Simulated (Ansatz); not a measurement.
System: SO3, net charge -1, doublet state. SMILES of the parent species: O=S(=O)=O
Structure (B3LYP-D3(BJ)/def2-TZVP (Ansatz, a first-principles code) minimum search):
```
S
O 1 1.4852
O 1 1.4852 2 113.70
O 1 1.4852 2 113.70 3 132.21
```
Charge -1, spin multiplicity 2.

Parts of the frozen-core correlation energy in cc-pV(T+d)Z (Ansatz, hartree). Frozen orbitals: 8; correlated occupied orbitals by spin: 13 and 12; virtual: 108 and 109. UHF or UKS for open shells. No spin-orbit coupling. Non-relativistic.

```tsv
term	value
reference (HF)	-622.22511
MP2 opposite-spin	-0.64513
MP2 same-spin	-0.24289
CCSD correlation	-0.88202
(T)	-0.04057
T1 diagnostic	0.020
largest doubles amplitude	0.023
<S^2> of the reference	0.773
```
